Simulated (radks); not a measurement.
The numbers below are computed, except where a source is named.
The fluorine anion F- inside a hard spherical wall (all orbitals vanish at R), configuration held at [Ne] and not refilled when levels cross. Code: a radial shooting solver on a logarithmic mesh with Libxc functionals. Model: non-relativistic Kohn-Sham, PBE, spin-polarised, spherical densities, point nucleus. Eigenvalues in eV for spin up, with the zero of energy where the potential of the charges vanishes at infinity; a dash marks a level that is unbound or too diffuse for the functional's potential to be trusted. A positive occupied level is held by the wall or, in an anion where self-interaction has pushed it up, behind a barrier. The pressure on the wall is -dE/dV.

\begin{tabular}{lrrrrrrrr}
R (bohr) & E (hartree) & kinetic (hartree) & e(1s) & e(2s) & e(2p) & e(3s, empty) & e(3p, empty) & pressure (GPa) \\ \hline
20 & -99.81120 & 99.533 & -648.58 & -16.898 & 1.319 & 2.401 & 2.599 & < 0.0001 \\
15 & -99.81115 & 99.533 & -648.56 & -16.874 & 1.341 & 3.228 & 3.645 & 0.000224 \\
12 & -99.81100 & 99.534 & -648.51 & -16.830 & 1.382 & 4.064 & 4.789 & 0.00164 \\
10 & -99.81060 & 99.536 & -648.43 & -16.755 & 1.454 & 4.964 & 6.078 & 0.00842 \\
8 & -99.80895 & 99.543 & -648.20 & -16.555 & 1.645 & 6.532 & 8.351 & 0.0603 \\
7 & -99.80632 & 99.555 & -647.93 & -16.333 & 1.860 & 7.875 & 10.266 & 0.191 \\
4 & -99.71019 & 99.938 & -643.57 & -13.119 & 5.197 & 22.322 & 28.318 & 18.9 \\
3.5 & -99.61283 & 100.309 & -640.67 & -11.183 & 7.335 & 30.508 & 37.365 & 54.1 \\
2 & -97.13782 & 108.083 & -603.86 & 13.591 & 35.001 & 130.43 & 132.38 & 3300 \\
1.5 & -91.44944 & 122.149 & -557.44 & 52.974 & 75.168 & 278.26 & 258.75 & 21500 \\
\end{tabular}
